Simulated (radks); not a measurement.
Results of a calculation; reference values are marked as such.
Question: The mean radii <r> (bohr) of the occupied orbitals of an atom or ion are listed with their occupations. Code: a radial shooting solver on a logarithmic mesh with Libxc functionals. Model: scalar-relativistic Kohn-Sham, BLYP, spin-polarised, spherical densities, finite nucleus; Fermi nuclear charge, rms radius of each element as measured or else 0.836 A^(1/3) + 0.57 fm.

orbital  occ.     <r>
1s up       1  0.1260
2s up       1  0.5483
2s down     1  0.5570
2p up       1  0.4733

Name the element and its charge. Open shells, if any, are filled with parallel spins first.

Answer: Z = 12, magnesium, charge +8: Mg8+ in 1s1 2s2 2p1. The 1s radius gives Z: for a bare nucleus <r> = (2 gamma + 1)/(2Z) with gamma = sqrt(1 - (Z/c)^2), 0.1247 bohr for Z = 12, and screening makes it slightly larger (0.1260 here). The occupations add up to 4, and the charge is Z minus that.
